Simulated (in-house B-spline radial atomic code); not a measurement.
Radial electron density of neutral arsenic, [Ar] 3d10 4s2 4p3. Computed with an all-electron radial atomic-structure program (B-spline basis): scalar-relativistic (X2C) PBE, spherical fractional occupations, Fermi nucleus of rms radius 4.0968 fm, inside a hard spherical wall at 1.33 bohr.

One-electron X2C: radii and densities carry no picture-change correction, so inner-shell <1/r> comes out high (for 1s by about 2 % at Z = 33, 5 % at 54, 10 % at 75, 30 % at 118) and <r> low.

Columns: r (bohr), 4πr²n(r) (electrons per bohr), bar.

```
 0.00162    1.104 #
 0.00191    1.466 #
 0.00225    1.937 ##
 0.00264    2.534 ##
 0.00311    3.323 ###
 0.00367    4.348 ####
 0.00432    5.633 #####
 0.00509    7.258 #######
   0.006    9.281 ########
 0.00706    11.72 ###########
 0.00832    14.66 #############
  0.0098    18.07 ################
  0.0115    21.83 ####################
  0.0136    26.09 #######################
   0.016    30.31 ###########################
  0.0189    34.43 ###############################
  0.0222    37.79 ##################################
  0.0262    40.18 ####################################
  0.0308    41.11 #####################################
  0.0363    40.49 ####################################
  0.0427    38.57 ###################################
  0.0503    36.03 ################################
  0.0593    34.03 ###############################
  0.0698    33.81 ##############################
  0.0823    36.14 ################################
  0.0969    40.68 #####################################
   0.114    45.79 #########################################
   0.134    48.97 ############################################
   0.158       48 ###########################################
   0.187    42.17 ######################################
    0.22    34.22 ###############################
   0.259    28.03 #########################
   0.305     26.9 ########################
   0.359    30.62 ############################
   0.423    35.25 ################################
   0.498    36.02 ################################
   0.587    31.76 #############################
   0.691    26.23 ########################
   0.814    23.33 #####################
   0.959    20.17 ##################
    1.13    9.354 ########
    1.32  0.02852
```

On this grid the curve has 3 maxima, near 0.0308, 0.134, 0.498 bohr.

The 4p radial function P(r) = rR(r), positive near the nucleus:

```
r (bohr)         P
 0.00162  0.001498
 0.00225  0.002698
 0.00311   0.00484
 0.00432  0.008777
   0.006   0.01589
 0.00832   0.02851
  0.0115   0.05036
   0.016   0.08846
  0.0222    0.1508
  0.0308    0.2475
  0.0427    0.3842
  0.0593     0.552
  0.0823    0.7017
   0.114    0.7298
   0.158    0.4958
    0.22  -0.08418
   0.305   -0.8048
   0.423    -1.127
   0.587   -0.4617
   0.814    0.9559
    1.13     1.107
```
